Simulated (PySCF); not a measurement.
3-fluoropenta-1,4-diyne (C₅H₃F), SMILES C#CC(F)C#C. Geometry optimised at PBE-D3(BJ)/def2-SVP.

Calculation: PBE-D3(BJ)/def2-SVP in PySCF 2.14.0.

Harmonic wavenumbers (cm⁻¹): 121, 195, 216, 311, 482, 531, 593, 651, 653, 693, 694, 868, 1019, 1023, 1262, 1263, 2171, 2172, 2929, 3405, 3406. Rotational constants (GHz): 5.606, 2.771, 1.949; symmetry number 1.

Problem. Work out the zero-point energy and the ideal-gas rigid-rotor harmonic-oscillator thermochemistry at 298.15 K and 1 atm.

Solution. ZPE = ½ Σ hcν = ½ × 24658 cm⁻¹ = 35.25 kcal/mol. H − E(el) = 39.79 kcal/mol. Entropy in cal/(mol K): translation 39.13, rotation 26.76, vibration 12.12, total 78.02. G − E(el) = 16.53 kcal/mol. Cp = 23.85 cal/(mol K). Modes under 150 cm⁻¹ make the vibrational entropy uncertain.
